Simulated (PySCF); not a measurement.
## NMR data sheet: C₆H₈N₂

```
Formula                               : C6H8N2
SMILES                                : CNc1ccncc1
Point group of the computed structure : C1
Degrees of unsaturation               : 4
Carbon signals                        : 4
Proton signals                        : 4
```

Bonds (- single, = double, # triple, : aromatic): C1-N2, N2-C3, C3:C4, C4:C5, C5:N6, N6:C7, C7:C8, C8:C3. C1 carries H9, H10, H11; N2 carries H12; C4 carries H13; C5 carries H14; C7 carries H15; C8 carries H16.

- structure optimised with GFN2-xTB
- shielding tensors at PBE0/pcSseg-1 (GIAO)
- run in PySCF 2.14
- relativity neglected, rapidly exchanging positions averaged, one computed conformer, gas phase

δ = σ(ref) − σ, references computed at the same level: 1H (σ = 31.72 ppm), 13C (σ = 186.93 ppm) against TMS; 15N (σ = 267.73 ppm) against NH3.

```tsv
carbon	δC, type	δH (multiplicity)	HMBC from (2–3 bonds)	span of the C tensor (ppm)
C1	30.8, CH3	2.98 (s)	–	52
C3	158.0, C	–	H14/H15, H13/H16, H9/H10/H11	209
C4/C8	109.9, CH	6.36 (d)	H14/H15, H13/H16	185
C5/C7	156.0, CH	8.58 (d)	H14/H15, H13/H16	222
```

Other nuclei:
| atoms | nucleus | environment | δ (ppm) | σ (ppm) |
| --- | --- | --- | --- | --- |
| H12 | 1H | hydrogen on an aniline-type nitrogen | 3.35 | 28.37 |
| N6 | 15N | pyridine-type ring nitrogen | 324.2 | -56.4 |
| N2 | 15N | aniline-type nitrogen | 80.8 | 186.9 |

- Carbon types of the structure: 1 × C, 4 × CH, 1 × CH3, leaving 1 H on heteroatoms.
- δC 158.0: aromatic carbon bearing nitrogen; σ withdrawal by the attached heteroatom moves it downfield of the ring CH carbons.
- δC 156.0: aromatic CH next to a ring nitrogen; the adjacent pyridine-type nitrogen withdraws density from it.
- δC 109.9: aromatic CH; resonance donation from the substituent shields this position.
- δH 8.58: hydrogen on an aromatic CH next to a ring nitrogen; ring current plus the neighbouring ring nitrogen.
- δH 3.35: hydrogen on an aniline-type nitrogen; labile proton, position sensitive to the medium.

The OH or NH signal is concentration- and solvent-dependent in practice; the value given is the gas-phase one. Shifts are as computed. Against solution values, carbons near 30 ppm lie about +3 ppm off and those near 130 ppm about +5 ppm. Of 1211 compounds with measured shifts, 218 miss one by over three times the rms of a fit or turn the order of signals round; such compounds aren't used in these exercises. Experimental scales use liquid or dissolved standards, which lie at an offset from isolated NH3 (liquid NH3: subtract about 20 ppm). Unscaled 15N shifts of sp2 nitrogen come out 20 to 40 ppm too high even then. No couplings were computed; multiplicities are counted from neighbouring protons, with m where these are inequivalent, close in shift, in a saturated or five-membered ring or joined by F or P, and br s for small geminal =CH2 splittings.
